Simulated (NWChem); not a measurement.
Molecule: C4H5F; SMILES C(C=C)(F)=C

```xyz
10

C      0.0574    -1.9436     0.0000
C     -0.6566    -0.8118     0.0000
C     -0.0656     0.5185     0.0000
C     -0.7326     1.6769     0.0000
F      1.2716     0.5258     0.0000
H      1.1496    -1.9194     0.0000
H     -0.4315    -2.9200     0.0000
H     -1.7501    -0.8395     0.0000
H     -1.8223     1.6778     0.0000
H     -0.1981     2.6277     0.0000
```
Atoms are numbered in this order, from 1.

STO-3G and 3-21G are far too small for this property and stand as cheap habits. The geometry was optimised at PBE0/def2-SVP.

Problem. Give the principal values of the shielding tensors (ppm) of C1, C2, C3, C4, F5 from Hartree-Fock/STO-3G, GIAO (NWChem), with their diamagnetic and paramagnetic parts as GIAO splits them.

Solution. 
```json
[
 {"atom": "C1", "σ11": "18.0", "σ22": "142.7", "σ33": "225.9", "isotropic": "128.9", "diamagnetic": "253.5", "paramagnetic": "-124.6"},
 {"atom": "C2", "σ11": "16.3", "σ22": "145.7", "σ33": "216.7", "isotropic": "126.3", "diamagnetic": "253.4", "paramagnetic": "-127.1"},
 {"atom": "C3", "σ11": "18.0", "σ22": "128.7", "σ33": "179.4", "isotropic": "108.7", "diamagnetic": "256.1", "paramagnetic": "-147.4"},
 {"atom": "C4", "σ11": "43.1", "σ22": "164.7", "σ33": "222.4", "isotropic": "143.4", "diamagnetic": "254.0", "paramagnetic": "-110.6"},
 {"atom": "F5", "σ11": "323.5", "σ22": "361.7", "σ33": "530.5", "isotropic": "405.2", "diamagnetic": "455.2", "paramagnetic": "-50.0"}
]
```
